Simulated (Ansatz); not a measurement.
Consider the redistribution: `C[Si](C)(F)[AlH2]` + `N#[C][AlH][OH]` → `[OH][AlH][AlH2]` + `C[Si](C)(F)C#N`.

Computed with Ansatz on PBE0-D4/def2-TZVP structures; ΔE is electronic, products minus reactants. CBS: MP2 limit from def2 TZ/QZ plus the TZ coupled-cluster correction, frozen cores. Functionals use def2-TZVPP. HSE06 is defined as in plane-wave codes. One conformer a species, not always the lowest.

`C[Si](C)(F)[AlH2]`:

Z-matrix (Å, degrees):
```
C
Si 1 1.870
H 1 1.094 2 110.7
H 1 1.094 2 110.5 3 -119.4
H 1 1.092 2 111.5 3 120.2
C 2 1.868 1 109.6 3 63.6
F 2 1.624 1 106.7 3 178.8
Al 2 2.483 1 113.1 3 -64.8
H 6 1.092 2 111.6 1 176.2
H 6 1.094 2 110.3 1 -64.1
H 6 1.094 2 110.7 1 55.5
H 8 1.592 2 120.7 1 -55.7
H 8 1.593 2 121.6 1 123.9
```

`N#[C][AlH][OH]`:

```xyz
6

N     0.028   -1.509   -2.343
C     0.022   -0.968   -1.325
Al    0.019   -0.144    0.419
O    -0.080    1.533    0.382
H     0.104   -1.016    1.720
H    -0.093    2.104    1.147
```

`[OH][AlH][AlH2]`:

```xyz
7

O     1.922    0.121    0.596
Al    0.676    0.282   -0.558
Al   -1.664   -0.369    0.331
H     2.836    0.327    0.407
H     1.088    0.801   -2.012
H    -2.633    0.697    1.015
H    -2.224   -1.859    0.220
```

`C[Si](C)(F)C#N`:

Cartesian coordinates in Å:
```
C -0.168 1.247 -1.094
Si -0.457 -0.200 0.013
C 0.557 -0.237 1.554
F -2.006 -0.287 0.388
C -0.096 -1.749 -0.954
N 0.177 -2.691 -1.557
H -0.386 2.181 -0.570
H -0.805 1.192 -1.979
H 0.873 1.275 -1.424
H 0.326 -1.123 2.149
H 0.362 0.649 2.163
H 1.622 -0.257 1.311
```

```tsv
level	ΔE (kJ/mol)	difference from CCSD(T)/CBS
revPBE-D4	0.9	-0.2
B97M-V	-0.4	-1.5
r2SCAN0-D4	0.1	-1.0
HSE06-D4	-2.0	-3.1
ωB97X-V	0.7	-0.4
ωB97M-V	4.2	3.1
PBE	-1.4	-2.5
revPBE	0.1	-1.0
r2SCAN	1.3	0.2
r2SCANh	0.8	-0.3
r2SCAN0	-0.1	-1.2
LC-ωPBE	0.1	-1.0
MP2/def2-TZVPP	2.1	1.0
CCSD/def2-TZVPP	-0.8	-1.9
MP2/CBS(def2)	3.4	2.3
CCSD/CBS(def2)	0.5	-0.6
CCSD(T)/CBS	1.1	0
```

Largest T1 diagnostic among the species: 0.014.

At CCSD(T), def2-SVP lies +3.5 kJ/mol from the extrapolated value and def2-TZVPP −1.3 kJ/mol. Leaving LDA and LC-ωPBE aside and taking each functional with its dispersion term where it has one, the values, not all of them listed here, spread over 6.9 kJ/mol, from PBE0-D4 to BLYP-D4. LDA lies −4.6 kJ/mol from PBE without D4.
